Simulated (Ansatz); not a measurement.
```yaml
crystal:
  periodic: [false, false, false]
  atoms:
    - {symbol: N, position_ang: [1.056684, -1.421503, 3.022456]}
    - {symbol: C, position_ang: [0.718623, -1.028001, 1.993869]}
    - {symbol: C, position_ang: [0.246993, -0.517816, 0.698480]}
    - {symbol: h, position_ang: [0.243621, 0.872662, 0.509178]}
    - {symbol: C, position_ang: [-0.181142, 1.364200, -0.725885]}
    - {symbol: C, position_ang: [-0.597296, 0.436505, -1.652090]}
    - {symbol: N, position_ang: [-0.558597, -0.814411, -1.432951]}
    - {symbol: C, position_ang: [-0.142157, -1.303390, -0.257476]}
    - {symbol: H, position_ang: [0.650751, 1.577874, 1.277505]}
    - {symbol: H, position_ang: [-0.211321, 2.442254, -0.980855]}
    - {symbol: H, position_ang: [-0.967206, 0.748660, -2.575564]}
    - {symbol: H, position_ang: [-0.203824, -2.404894, -0.050517]}
basis:
  gaussian: {orbitals: ANO-RCC-VTZP}
hamiltonian: {xc: {name: r2SCAN}}
```

```sh
$ ansatz run in.yaml --threads 2 --pin off --events-out ev --progress --plain --max-ram 22528MiB --backend cpu
```

Output, abridged:

```
Error: YAML parse error: error: line 7 column 16: `h` is not an element symbol (H … Og, case-exact)
 --> <input>:7:16
5 |     - {symbol: C, position_ang: [0.718623, -1.028001, 1.993869]}
6 |     - {symbol: C, position_ang: [0.246993, -0.517816, 0.698480]}
7 |     - {symbol: h, position_ang: [0.243621, 0.872662, 0.509178]}
8 |     - {symbol: C, position_ang: [-0.181142, 1.364200, -0.725885]}
9 |     - {symbol: C, position_ang: [-0.597296, 0.436505, -1.652090]}
```

Question: What is wrong with this run?

Answer: An element symbol is wrong. The input was rejected before any iteration.
